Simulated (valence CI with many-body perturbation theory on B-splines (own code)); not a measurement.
Which ion has this spectrum?

A relativistic CI+MBPT calculation for an atom or ion with 21 electrons gives these levels (eV):

```
   J  Parity       E     g
 3/2    even   0.000  0.60
 5/2    even  12.365  1.04
 3/2    even  17.807  1.27
 7/2    even  18.020  1.11
 9/2    even  19.605  1.10
 1/2    even  20.749  1.94
 5/2    even  31.556  1.46
 7/2    even  31.783  1.03
 9/2    even  33.705  1.13
 3/2    even  37.294  1.15
 1/2    even  39.041  1.38
11/2    even  40.664  1.09
 5/2    even  43.067  1.17
 5/2    even  45.360  1.04
```

The energies are calculated, and their last digits are not significant.

Problem. Which is it?
A. La36+
B. Te31+
C. Cs34+
D. Ba35+

Solution. C. Cs34+, ground level (3d3/2^3) J=3/2.
